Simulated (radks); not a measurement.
Values are calculated unless marked as measured or tabulated.
Q: Xe28+, configuration [Ar] 3d8. Code: a radial shooting solver on a logarithmic mesh with Libxc functionals. Model: scalar-relativistic Kohn-Sham, exchange-only LDA, spin-polarised, spherical densities, point nucleus; open shells are filled with parallel spins first (spin-orbit coupling, left out, can overturn this in heavy ions). Some entries of the table are withheld. Estimate them.

orbital,occ.,eigenvalue (eV),<1/r> (bohr^-1)
1s up,1,-35406.80,58.06
1s down,1,-35406.62,58.06
2s up,1,-6392.595,13.36
2s down,1,-6386.660,13.37
2p up,3,-5850.870,12.76
2p down,3,-5846.206,12.76
3s up,1,-2046.421,4.967
3s down,1,-2039.814,4.959
3p up,3,-1871.635,4.745
3p down,3,-1864.926,4.736
3d up,5,-1624.297,4.522
3d down,3,-1616.370,4.515
4s up,0,-971.7524,(1)
4s down,0,-969.4637,(2)
4p up,0,-905.1387,(3)
4p down,0,-902.8951,(4)

A: 
(1) 4s up <1/r> (bohr^-1): 2.423
(2) 4s down <1/r> (bohr^-1): 2.418
(3) 4p up <1/r> (bohr^-1): 2.321
(4) 4p down <1/r> (bohr^-1): 2.316
